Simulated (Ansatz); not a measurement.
def2 core potentials replace the inner electrons of Sn.

Method: frozen-core CCSD(T)/def2-SVP // PBE0-D3(BJ)/def2-SVP run with Ansatz (a program for electronic structure).

Ansatz 0.2 input:
```yaml
crystal:
  periodic: [false, false, false]
  atoms:
    - { symbol: C, position_ang: [3.230007, 0.260148, -0.148044] }
    - { symbol: O, position_ang: [2.119811, -0.146727, -0.906369] }
    - { symbol: Sn, position_ang: [0.337712, -0.297252, -0.08212] }
    - { symbol: C, position_ang: [-0.896196, -1.174438, -1.605553] }
    - { symbol: C, position_ang: [-2.350514, -0.868218, -1.417371] }
    - { symbol: F, position_ang: [-2.757371, -1.177553, -0.175663] }
    - { symbol: F, position_ang: [-2.610432, 0.431776, -1.606304] }
    - { symbol: F, position_ang: [-3.12179, -1.551731, -2.265776] }
    - { symbol: O, position_ang: [0.520998, -1.413276, 1.527693] }
    - { symbol: C, position_ang: [-0.336741, -1.246262, 2.629419] }
    - { symbol: O, position_ang: [-0.239783, 1.453722, 0.627405] }
    - { symbol: C, position_ang: [-0.358724, 2.581751, -0.197564] }
    - { symbol: H, position_ang: [3.408221, -0.390151, 0.727746] }
    - { symbol: H, position_ang: [3.136766, 1.300226, 0.2177] }
    - { symbol: H, position_ang: [4.124324, 0.211653, -0.790873] }
    - { symbol: H, position_ang: [-0.558998, -0.819967, -2.588537] }
    - { symbol: H, position_ang: [-0.743407, -2.261018, -1.549259] }
    - { symbol: H, position_ang: [-1.367665, -1.58553, 2.415317] }
    - { symbol: H, position_ang: [-0.391097, -0.198215, 2.974011] }
    - { symbol: H, position_ang: [0.051096, -1.858464, 3.4602] }
    - { symbol: H, position_ang: [-0.652591, 3.439327, 0.430115] }
    - { symbol: H, position_ang: [0.590769, 2.849089, -0.699717] }
    - { symbol: H, position_ang: [-1.134396, 2.461311, -0.976355] }
basis:
  gaussian: { orbitals: def2-SVP }
correlation:
  method: ccsd_t
```

Output:

```
Functional definition: HF
2422 factors; integrals over basis functions are off by at most 1.3e-3 eV
mean field evaluation 1: about -25336.6860 eV, gradient 6.5e1 eV
mean field evaluation 2: about -25337.0386 eV, gradient 6.5e1 eV
mean field evaluation 4: about -25345.7507 eV, gradient 5.9e0 eV
mean field evaluation 8: about -25345.8749 eV, gradient 5.3e-1 eV
mean field evaluation 16: about -25336.6851 eV, gradient 6.5e1 eV
mean field -25345.87566391 eV, -931.4437505970 hartree, gradient 1.6e-6 eV, S^2 0.000000; 0 other end points of the search recorded, 0 dependent functions left out
15 core orbitals not correlated
reference -25345.87566391 eV, -931.4437505970 hartree; 42, 42 occupied and 178, 178 virtual orbitals, 2422 factors
second order -52.09507816 eV of doubles, -0.00000000 eV of singles
cycle   1  -52.66185960 eV  change   -5.7e-1 eV  update   1.7e-1
cycle   2  -53.91782939 eV  change    -1.3e0 eV  update   4.9e-2
cycle   3  -54.26775145 eV  change   -3.5e-1 eV  update   2.7e-2
cycle   4  -54.26024037 eV  change    7.5e-3 eV  update   6.1e-3
cycle   5  -54.25539818 eV  change    4.8e-3 eV  update   3.0e-3
cycle   6  -54.25687950 eV  change   -1.5e-3 eV  update   1.0e-3
cycle   7  -54.25642407 eV  change    4.6e-4 eV  update   4.1e-4
cycle   8  -54.25612463 eV  change    3.0e-4 eV  update   1.2e-4
cycle   9  -54.25615213 eV  change   -2.8e-5 eV  update   4.9e-5
perturbative correction -1.37534215 eV, -0.0505428918 hartree
Total energy: -25401.50715819 eV, -933.4881703035 hartree
```

Cost: around 40 core-minutes (rough).
